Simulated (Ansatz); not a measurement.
`F[SiH](S)[O][GaH2]` at its PBE0-D4/def2-TZVP geometry, where that method's forces vanish. The species carries charge 0 and has multiplicity 1.

```xyz
9

F     1.8305    1.7483   -0.2949
Si    0.8307    0.8443    0.5425
S    -1.1083    1.0974   -0.4840
O     1.0659   -0.7176    0.4047
Ga   -0.3051   -1.4232   -0.6793
H     0.7741    1.3913    1.9091
H    -1.8132    0.8212    0.6278
H    -1.3834   -2.1892    0.1476
H     0.1087   -1.5725   -2.1735
```

**Question.** What forces (eV/Å) does B3LYP-D4/def2-TZVPP give on these atoms in Ansatz? (Estimate.)

**Answer.** Computed: 
```
F1   0.142  0.124 -0.115
Si2  0.054  0.081  0.336
S3  -0.188  0.127 -0.018
O4   0.100 -0.025  0.066
Ga5 -0.122 -0.297 -0.156
H6   0.009 -0.040 -0.092
H7  -0.018  0.019 -0.032
H8   0.027  0.011 -0.019
H9  -0.005  0.000  0.031
```

B3LYP here is the variant with VWN-RPA as its local correlation; programs differ in this.
